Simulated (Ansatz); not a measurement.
System: C3H2NS, charge 0, multiplicity 2. It need not be the lowest isomer of its formula. 
Structure (B3LYP-D3(BJ)/def2-TZVP (Ansatz, a first-principles code) minimum search):
```
C
C 1 1.3576
H 2 1.0776 1 128.49
H 1 1.0787 2 126.27 3 0.00
N 1 1.3895 4 119.78 2 180.00
C 5 1.2515 1 112.24 4 -180.00
S 6 1.7299 5 115.83 1 0.00
```
Charge 0, spin multiplicity 2.

Basis-set convergence of Hartree-Fock and CCSD(T) correlation energies (hartree) with Ansatz. Correlated levels leave the core frozen unless marked. UHF or UKS for open shells. No spin-orbit coupling. No relativistic terms.

The UHF reference is spin-contaminated (<S^2> 0.27 over the pure value in the largest basis). 

| basis | functions | E(HF) | E(corr, CCSD(T)) |
|---|---|---|---|
| cc-pV(D+d)Z | 89 | -566.67953 | -0.71512 |
| cc-pV(T+d)Z | 187 | -566.73757 | -0.87420 |
| cc-pV(Q+d)Z | 344 | -566.75235 | -0.92597 |

Extrapolating the two largest sets (X = 3 and 4) as X^-3: E(corr) = (64·(-0.92597) - 27·(-0.87420))/37 = -0.9637 Eh, an estimate of the basis-set limit. The largest set recovers 96.1 % of it, the smallest 74.2 %.
